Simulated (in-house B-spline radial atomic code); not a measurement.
## Ionising Cl with different functionals

Computed with an all-electron radial atomic-structure program (B-spline basis): scalar-relativistic (spin-free X2C) Hamiltonian, Fermi nucleus of rms radius 3.3654 fm, spin-polarised at highest spin, spherical fractional occupations for the functionals, and exact exchange of hybrids averaged over the configuration. The ionisation energy is the difference of two self-consistent energies, [Ne] 3s2 3p5 → [Ne] 3s2 3p4, without Breit or QED terms; ε is the level of the shell that loses the electron (its least bound occupied spin orbital).

| method | rung | ΔSCF (eV) | -ε(3p) (eV) |
| --- | --- | --- | --- |
| PBE0 | global hybrid | 13.01 | 9.57 |
| B3LYP | global hybrid | 13.09 | 9.32 |
| TPSSh | global hybrid | 13.04 | 8.74 |
| BHandHLYP | global hybrid | 12.86 | 10.90 |
| r2SCAN0 | global hybrid | 13.03 | 9.67 |
| B97-1 | global hybrid | 13.01 | 9.30 |
| HSE06 | range-separated hybrid | ? | ? |
| wB97X | range-separated hybrid | ? | ? |
| CAM-B3LYP | range-separated hybrid | 13.08 | 11.07 |
| LC-wPBE | range-separated hybrid | 13.11 | 12.58 |

**Question.** What does HSE06 give?

**Answer.** ΔSCF 13.00 eV, and -ε(3p) = 9.16 eV.

**Question.** What does wB97X give?

**Answer.** ΔSCF 13.03 eV, and -ε(3p) = 12.17 eV.

**Question.** Among the functionals, which spreads more, the ΔSCF values or the orbital energies?

**Answer.** The orbital energies: ΔSCF values span about 0.25 eV and the orbital energies 3.84 eV; here energy differences depend much less on the functional than eigenvalues do.

**Question.** How do they compare with the NIST value?

**Answer.** NIST lists 12.968 eV (measured, ground level to ground level). Errors run from -0.10 to +0.14 eV; HSE06 is closest (+0.04 eV), but part of that can be cancellation, since the calculations leave out spin-orbit coupling, Breit-QED terms, multiplet and fine-structure energies.
